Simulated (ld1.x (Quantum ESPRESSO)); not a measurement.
## lead: TM pseudisation with PBE, fully relativistic reference atom.

Input for ld1.x (Quantum ESPRESSO) 7.5:

```
&input
   title='Pb', zed=82., rel=2, dft='PBE', iswitch=3,
   config='[Xe] 4f14 5d10 6s1.5 6p2.5 6d-2', rel_dist='average',
   nld=5, rlderiv=3.00, eminld=-3.0, emaxld=5.0, deld=0.02
 /
 &inputp
   pseudotype=2, tm=.true., lloc=2,
   nlcc=.true., new_core_ps=.true.,
   file_pseudopw='Pb.UPF', file_wfcaegen='ae.wfc', file_wfcncgen='nc.wfc', file_beta='beta', file_chi='chi'
 /
3
6S  1  0   1.50   0.00  1.65  1.65  0.0
6P  2  1   2.50   0.00  2.55  2.55  0.0
6D  3  2  -2.00   0.35  2.75  2.75  0.0
 &test
   configts(1)='6s1.5 6p2.5'
 /
```

Command:

```bash
ld1.x < Pb.in > Pb.out
```

The program printed (shortened: banner, matrices, multipoles, cross overlaps and the repeated all-electron block are left out):

```
Program LD1 v.7.5
     --------------------------- All-electron run ----------------------------

     Pb
     dirac relativistic calculation

     atomic number is 82.00
     dft =PBE   lsd =0 sic =0 latt =0  beta=0.20 tr2=1.0E-14
     Exchange-correlation= PBE
                           (   1   4   3   4   0   0   0)
     mesh =1281 r(mesh) =  98.81810 a.u. xmin = -7.00 dx = 0.01250
     1 Ry =  13.60569312 eV, c = 137.03599908

     n l j   nl                  e(Ry)          e(Ha)          e(eV)
     Spin orbit split results
     1 0 0.5 1S 1( 2.00)     -6466.5862     -3233.2931    -87982.3871
     2 0 0.5 2S 1( 2.00)     -1155.6277      -577.8138    -15723.1157
     2 1 0.5 2P 1( 2.00)     -1109.6183      -554.8091    -15097.1260
     2 1 1.5 2P 1( 4.00)      -948.6593      -474.3297    -12907.1678
     3 0 0.5 3S 1( 2.00)      -277.4176      -138.7088     -3774.4590
     3 1 0.5 3P 1( 2.00)      -256.6922      -128.3461     -3492.4758
     3 1 1.5 3P 1( 4.00)      -220.7785      -110.3893     -3003.8447
     4 0 0.5 4S 1( 2.00)       -62.8528       -31.4264      -855.1558
     4 1 0.5 4P 1( 2.00)       -53.8880       -26.9440      -733.1829
     4 1 1.5 4P 1( 4.00)       -45.0972       -22.5486      -613.5790
     3 2 1.5 3D 1( 4.00)      -186.7866       -93.3933     -2541.3608
     3 2 2.5 3D 1( 6.00)      -179.1463       -89.5731     -2437.4096
     5 0 0.5 5S 1( 2.00)       -10.6267        -5.3134      -144.5842
     5 1 0.5 5P 1( 2.00)        -7.5713        -3.7856      -103.0126
     5 1 1.5 5P 1( 4.00)        -5.9291        -2.9645       -80.6691
     4 2 1.5 4D 1( 4.00)       -30.5163       -15.2582      -415.1955
     4 2 2.5 4D 1( 6.00)       -28.8761       -14.4380      -392.8791
     4 3 2.5 4F 1( 6.00)       -10.0036        -5.0018      -136.1062
     4 3 3.5 4F 1( 8.00)        -9.6339        -4.8169      -131.0756
     5 2 1.5 5D 1( 4.00)        -1.7269        -0.8634       -23.4957
     5 2 2.5 5D 1( 6.00)        -1.5363        -0.7681       -20.9023
     6 0 0.5 6S 1( 1.50)        -0.9219        -0.4610       -12.5435
     6 1 0.5 6P 1( 0.83)        -0.3676        -0.1838        -5.0009
     6 1 1.5 6P 1( 1.67)        -0.2544        -0.1272        -3.4608
     Averaged results
     1 0     1S 1( 2.00)     -6466.5862     -3233.2931    -87982.3871
     2 0     2S 1( 2.00)     -1155.6277      -577.8138    -15723.1157
     2 1     2P 1( 6.00)     -1002.3123      -501.1562    -13637.1539
     3 0     3S 1( 2.00)      -277.4176      -138.7088     -3774.4590
     3 1     3P 1( 6.00)      -232.7498      -116.3749     -3166.7218
     4 0     4S 1( 2.00)       -62.8528       -31.4264      -855.1558
     4 1     4P 1( 6.00)       -48.0275       -24.0137      -653.4470
     3 2     3D 1(10.00)      -182.2024       -91.1012     -2478.9901
     5 0     5S 1( 2.00)       -10.6267        -5.3134      -144.5842
     5 1     5P 1( 6.00)        -6.4765        -3.2382       -88.1170
     4 2     4D 1(10.00)       -29.5322       -14.7661      -401.8057
     4 3     4F 1(14.00)        -9.7923        -4.8962      -133.2315
     5 2     5D 1(10.00)        -1.6125        -0.8063       -21.9396
     6 0     6S 1( 1.50)        -0.9219        -0.4610       -12.5435
     6 1     6P 1( 2.50)        -0.2921        -0.1460        -3.9741

     final scf error:  4.9E-15 reached in  28 iterations

     Etot =  -41856.831391 Ry,  -20928.415695 Ha, -569491.203006 eV

     Ekin =   48742.182107 Ry,   24371.091054 Ha,  663171.171894 eV
     Encl = -105960.147185 Ry,  -52980.073593 Ha,-1441661.245872 eV
     Eh   =   16141.518364 Ry,    8070.759182 Ha,  219616.545401 eV
     Exc  =    -780.384677 Ry,    -390.192338 Ha,  -10617.674430 eV

     normalization and overlap integrals

     s(1S/1S) =  1.000000  <r> =   0.0160  <r2> =    0.0004  r(max) =   0.0099
     s(2S/2S) =  1.000000  <r> =   0.0669  <r2> =    0.0054  r(max) =   0.0575
     s(2P/2P) =  1.000000  <r> =   0.0549  <r2> =    0.0038  r(max) =   0.0426
     s(2P/2P) =  1.000000  <r> =   0.0638  <r2> =    0.0050  r(max) =   0.0495
     s(3S/3S) =  1.000000  <r> =   0.1739  <r2> =    0.0347  r(max) =   0.1622
     s(3P/3P) =  1.000000  <r> =   0.1644  <r2> =    0.0316  r(max) =   0.1504
     s(3P/3P) =  1.000000  <r> =   0.1807  <r2> =    0.0379  r(max) =   0.1663
     s(4S/4S) =  1.000000  <r> =   0.3840  <r2> =    0.1666  r(max) =   0.3609
     s(4P/4P) =  1.000000  <r> =   0.3853  <r2> =    0.1691  r(max) =   0.3609
     s(4P/4P) =  1.000000  <r> =   0.4198  <r2> =    0.2003  r(max) =   0.3939
     s(3D/3D) =  1.000000  <r> =   0.1570  <r2> =    0.0289  r(max) =   0.1295
     s(3D/3D) =  1.000000  <r> =   0.1619  <r2> =    0.0306  r(max) =   0.1328
     s(5S/5S) =  1.000000  <r> =   0.8543  <r2> =    0.8180  r(max) =   0.7932
     s(5P/5P) =  1.000000  <r> =   0.9129  <r2> =    0.9399  r(max) =   0.8235
     s(5P/5P) =  1.000000  <r> =   1.0046  <r2> =    1.1390  r(max) =   0.9101
     s(4D/4D) =  1.000000  <r> =   0.4246  <r2> =    0.2083  r(max) =   0.3842
     s(4D/4D) =  1.000000  <r> =   0.4356  <r2> =    0.2191  r(max) =   0.3939
     s(4F/4F) =  1.000000  <r> =   0.4508  <r2> =    0.2435  r(max) =   0.3476
     s(4F/4F) =  1.000000  <r> =   0.4571  <r2> =    0.2503  r(max) =   0.3520
     s(5D/5D) =  1.000000  <r> =   1.2748  <r2> =    1.8911  r(max) =   1.0574
     s(5D/5D) =  1.000000  <r> =   1.3233  <r2> =    2.0424  r(max) =   1.0841
     s(6S/6S) =  1.000000  <r> =   2.2965  <r2> =    5.9908  r(max) =   1.9509
     s(6P/6P) =  1.000000  <r> =   2.9667  <r2> =   10.2305  r(max) =   2.3828
     s(6P/6P) =  1.000000  <r> =   3.4518  <r2> =   13.9165  r(max) =   2.7340

     ------------------------ End of All-electron run ------------------------

     --------------------- Generating NC pseudopotential ---------------------

      Generating local pot.: lloc=2, j= 1.50, matching radius rcloc =   2.7500

      Generating local pot.: lloc=2, j= 2.50, matching radius rcloc =   2.7500

      Computing core charge for nlcc:

       r > 1.93 : true rho core
      Core charge pseudized with two Bessel functions
      Integrated core pseudo-charge :  14.34

     Fully relativistic calculation: |psi|^2

     Wfc 6S LC norm =  0.99989848 SC norm =  0.00009994 missing  0.00000158

     Wfc 6P LC norm =  0.99994188 SC norm =  0.00005790 missing  0.00000022

     Wfc 6P LC norm =  0.99995828 SC norm =  0.00003780 missing  0.00000391

      Wfc   6S  rcut= 1.638  Using Troullier-Martins method

      Wfc   6P  rcut= 2.568  Using Troullier-Martins method

      Wfc   6P  rcut= 2.568  Using Troullier-Martins method

     ------------------- End of pseudopotential generation -------------------

     Computing logarithmic derivative in   3.00282
     Computing logarithmic derivative in   3.00282
     Computing the partial wave expansion
     R is outside the sphere for l=    0 j= 0.50
     R is outside the sphere for l=    1 j= 0.50
     R is outside the sphere for l=    1 j= 1.50
       no projector for channel:   2
       no projector for channel:   2

     ---------------------- Testing the pseudopotential ----------------------

     Pb
     dirac relativistic calculation

     atomic number is 82.00   valence charge is  4.00
     dft =PBE   lsd =0 sic =0 latt =0  beta=0.20 tr2=1.0E-14
     mesh =1281 r(mesh) =  98.81810 xmin = -7.00 dx = 0.01250

     n l  j  nl             e AE (Ry)       e PS (Ry)    De AE-PS (Ry)
     1 0 0.5 6S   1( 1.50)       -0.92193       -0.92193       -0.00000
     2 1 0.5 6P   1( 0.83)       -0.36756       -0.36756       -0.00000
     2 1 1.5 6P   1( 1.67)       -0.25436       -0.25436        0.00000

     eps = 3.1E-15  iter =  6

     Etot =  -41856.831391 Ry,  -20928.415695 Ha, -569491.203006 eV
     Etotps =   -27.235685 Ry,     -13.617843 Ha,    -370.560378 eV

     Ekin =       2.213533 Ry,       1.106767 Ha,      30.116655 eV
     Encl =      -9.698389 Ry,      -4.849195 Ha,    -131.953306 eV
     Ehrt =       4.981891 Ry,       2.490946 Ha,      67.782087 eV
     Ecxc =     -23.014413 Ry,     -11.507207 Ha,    -313.127043 eV
     (Ecc =     -20.431313 Ry,     -10.215656 Ha,    -277.982173 eV)
     Epseu=      -1.718308 Ry,      -0.859154 Ha,     -23.378770 eV

     ---------------------- End of pseudopotential test ----------------------
```

Note: ghost states, extra bound levels that the all-electron valence spectrum of the same l lacks: s at -267.6 eV, p1/2 at -70.2 eV, p3/2 at -67.7 eV. A true bound ghost makes a file unfit for plane-wave use.

Generation and configuration tests took about 1.9 s on one core of a shared server CPU.

Transferability test of the new file with ld1.x, input:

```
&input
   title='Pb', zed=82., rel=2, dft='PBE', iswitch=2,
   config='[Xe] 4f14 5d10 6s1.5 6p2.5 6d-2', rel_dist='average'
 /
 &test
   file_pseudo='Pb.UPF', nconf=8,
   configts(1)='6s1.5 6p2.5',
   configts(2)='6s2 6p2',
   configts(3)='6s2 6p1',
   configts(4)='6s2 6p0',
   configts(5)='6s1 6p0',
   configts(6)='6s2 6p2.3',
   configts(7)='6s1 6p2',
   configts(8)='6s2 6p1.5'
 /
```

```bash
ld1.x < Pb.test.in > Pb.test.out
```

Pseudopotential blocks of its output, shortened (energy terms left out; the distinct warnings before each block abridged to one line each):

```
     ---------------------- Testing the pseudopotential ----------------------

     n l  j  nl             e AE (Ry)       e PS (Ry)    De AE-PS (Ry)
     1 0 0.5 6S   1( 1.50)       -0.92193       -0.92193       -0.00000
     2 1 0.5 6P   1( 0.83)       -0.36756       -0.36756       -0.00000
     2 1 1.5 6P   1( 1.67)       -0.25436       -0.25436        0.00000

     eps = 3.0E-15  iter =  6

     Etot =  -41856.831391 Ry,  -20928.415695 Ha, -569491.203006 eV
     Etotps =   -27.235685 Ry,     -13.617843 Ha,    -370.560378 eV

     ---------------------- End of pseudopotential test ----------------------

          ---------------------- Testing the pseudopotential ----------------------

     n l  j  nl             e AE (Ry)       e PS (Ry)    De AE-PS (Ry)
     1 0 0.5 6S   1( 2.00)       -0.88096       -0.87559       -0.00537  !
     2 1 0.5 6P   1( 0.67)       -0.33665       -0.33430       -0.00235
     2 1 1.5 6P   1( 1.33)       -0.22918       -0.22817       -0.00101

     eps = 9.4E-15  iter = 11

     Etot =  -41857.142879 Ry,  -20928.571440 Ha, -569495.441018 eV
     Etotps =   -27.546196 Ry,     -13.773098 Ha,    -374.785090 eV
     dEtot_ae =      -0.311488 Ry
     dEtot_ps =      -0.310511 Ry,   Delta E=      -0.000977 Ry

     ---------------------- End of pseudopotential test ----------------------

          ---------------------- Testing the pseudopotential ----------------------

     n l  j  nl             e AE (Ry)       e PS (Ry)    De AE-PS (Ry)
     1 0 0.5 6S   1( 2.00)       -1.41066       -1.41305        0.00239
     2 1 0.5 6P   1( 0.33)       -0.82504       -0.82726        0.00221
     2 1 1.5 6P   1( 0.67)       -0.68901       -0.69110        0.00209

     eps = 1.3E-16  iter =  7

     Etot =  -41856.650580 Ry,  -20928.325290 Ha, -569488.742950 eV
     Etotps =   -27.054032 Ry,     -13.527016 Ha,    -368.088860 eV
     dEtot_ae =       0.180811 Ry
     dEtot_ps =       0.181653 Ry,   Delta E=      -0.000842 Ry

     ---------------------- End of pseudopotential test ----------------------

          ---------------------- Testing the pseudopotential ----------------------

     n l  j  nl             e AE (Ry)       e PS (Ry)    De AE-PS (Ry)
     1 0 0.5 6S   1( 2.00)       -2.01620       -2.03297        0.01676  !
     2 1 0.5 6P   1( 0.00)       -1.38565       -1.39740        0.01175  !
     2 1 1.5 6P   1( 0.00)       -1.21969       -1.22942        0.00972  !

     eps = 9.7E-17  iter =  7

     Etot =  -41855.650624 Ry,  -20927.825312 Ha, -569475.137851 eV
     Etotps =   -26.048087 Ry,     -13.024044 Ha,    -354.402279 eV
     dEtot_ae =       1.180767 Ry
     dEtot_ps =       1.187598 Ry,   Delta E=      -0.006831 Ry

     ---------------------- End of pseudopotential test ----------------------

          Warning: n=2, l=1 expected 0 nodes, found 1
     ---------------------- Testing the pseudopotential ----------------------

     n l  j  nl             e AE (Ry)       e PS (Ry)    De AE-PS (Ry)
     1 0 0.5 6S   1( 1.00)       -2.75388       -2.80263        0.04876  !
     2 1 0.5 6P   1( 0.00)       -2.06716       -2.09843        0.03128  !
     2 1 1.5 6P   1( 0.00)       -1.86452       -1.86452        0.00000

     eps = 2.2E-17  iter =  7

     Etot =  -41853.268783 Ry,  -20926.634392 Ha, -569442.731260 eV
     Etotps =   -23.633578 Ry,     -11.816789 Ha,    -321.551210 eV
     dEtot_ae =       3.562608 Ry
     dEtot_ps =       3.602107 Ry,   Delta E=      -0.039500 Ry

     ---------------------- End of pseudopotential test ----------------------

          ---------------------- Testing the pseudopotential ----------------------

     n l  j  nl             e AE (Ry)       e PS (Ry)    De AE-PS (Ry)
     1 0 0.5 6S   1( 2.00)       -0.74472       -0.73865       -0.00607  !
     2 1 0.5 6P   1( 0.77)       -0.21089       -0.20839       -0.00250
     2 1 1.5 6P   1( 1.53)       -0.11163       -0.11071       -0.00092

     eps = 3.4E-15  iter =  8

     Etot =  -41857.204039 Ry,  -20928.602019 Ha, -569496.273138 eV
     Etotps =   -27.606899 Ry,     -13.803450 Ha,    -375.610999 eV
     dEtot_ae =      -0.372648 Ry
     dEtot_ps =      -0.371214 Ry,   Delta E=      -0.001434 Ry

     ---------------------- End of pseudopotential test ----------------------

          ---------------------- Testing the pseudopotential ----------------------

     n l  j  nl             e AE (Ry)       e PS (Ry)    De AE-PS (Ry)
     1 0 0.5 6S   1( 1.00)       -1.49326       -1.50896        0.01570  !
     2 1 0.5 6P   1( 0.67)       -0.89193       -0.90129        0.00936  !
     2 1 1.5 6P   1( 1.33)       -0.74699       -0.75348        0.00648  !

     eps = 7.8E-15  iter =  8

     Etot =  -41855.963256 Ry,  -20927.981628 Ha, -569479.391430 eV
     Etotps =   -26.362462 Ry,     -13.181231 Ha,    -358.679570 eV
     dEtot_ae =       0.868135 Ry
     dEtot_ps =       0.873223 Ry,   Delta E=      -0.005088 Ry

     ---------------------- End of pseudopotential test ----------------------

          ---------------------- Testing the pseudopotential ----------------------

     n l  j  nl             e AE (Ry)       e PS (Ry)    De AE-PS (Ry)
     1 0 0.5 6S   1( 2.00)       -1.13388       -1.13137       -0.00252
     2 1 0.5 6P   1( 0.50)       -0.56971       -0.56886       -0.00085
     2 1 1.5 6P   1( 1.00)       -0.44811       -0.44797       -0.00014

     eps = 2.5E-15  iter =  7

     Etot =  -41856.955524 Ry,  -20928.477762 Ha, -569492.891926 eV
     Etotps =   -27.359355 Ry,     -13.679678 Ha,    -372.242994 eV
     dEtot_ae =      -0.124133 Ry
     dEtot_ps =      -0.123670 Ry,   Delta E=      -0.000463 Ry

     ---------------------- End of pseudopotential test ----------------------
```
